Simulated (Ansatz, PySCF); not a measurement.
Pair of molecules: ethylamine (SMILES CCN) (first 10 atoms) with NH3 (SMILES N); geometry from B3LYP-D3(BJ)/def2-TZVP, rigid monomers moved along the line of their centres of mass till N3···H14 is 1.99 Å.
(charge 0, multiplicity 1):
| atom | x (Å) | y (Å) | z (Å) |
|---|---|---|---|
| C | 1.3411 | 0.2681 | 0.3568 |
| C | -0.1120 | 0.6768 | 0.1757 |
| N | -1.0094 | -0.3729 | 0.6788 |
| H | 2.0087 | 1.0483 | -0.0130 |
| H | 1.5587 | 0.0941 | 1.4108 |
| H | 1.5605 | -0.6468 | -0.2013 |
| H | -0.2981 | 0.9239 | -0.8788 |
| H | -0.3093 | 1.5816 | 0.7555 |
| H | -1.9799 | -0.1173 | 0.5373 |
| H | -0.8553 | -1.2390 | 0.1737 |
| N | 0.0220 | -0.1500 | 3.4800 |
| H | 0.2938 | -1.0420 | 3.8778 |
| H | -0.6675 | 0.2545 | 4.1035 |
| H | -0.4360 | -0.3382 | 2.5875 |

Interaction energies are E(AB) − E(A) − E(B) at the monomers' geometry in the complex; basis-set methods are counterpoise corrected. Rows marked so take none.

Cores are frozen in the correlated methods. Rows in 3-21G, 6-311+G**, 6-31G*, STO-3G carry no dispersion term and start afresh at each structure (6-31G* with six Cartesian d functions). MP2/6-31G* freezes PySCF's default core.

The values were computed with Ansatz (Gaussian orbitals); PySCF for 3-21G rows, 6-311+G** rows, 6-31G* rows, STO-3G rows, the dispersion terms. 

Other levels give for the interaction energy: PBE/def2-TZVPPD -2.69; B3LYP/def2-TZVPPD -1.42; B3LYP-D3(BJ)/def2-TZVPPD -3.54; wB97M-V/def2-TZVPPD -3.25; CCSD(T)/aug-cc-pVDZ -2.28 kcal/mol.

Common cheap choices:

| level | interaction energy (kcal/mol) |
|---|---|
| HF/STO-3G (no counterpoise) | -3.12 |
| HF/6-31G* | -0.34 |
| HF/6-31G* (no counterpoise) | -1.64 |
| BP86/6-31G* (no counterpoise) | -4.48 |
| B3LYP/3-21G (no counterpoise) | -10.04 |
| B3LYP/6-311+G** (no counterpoise) | -2.41 |
| M06-2X/6-31G* (no counterpoise) | -6.19 |
| MP2/6-31G* | -2.10 |

Ansatz is a first-principles code.
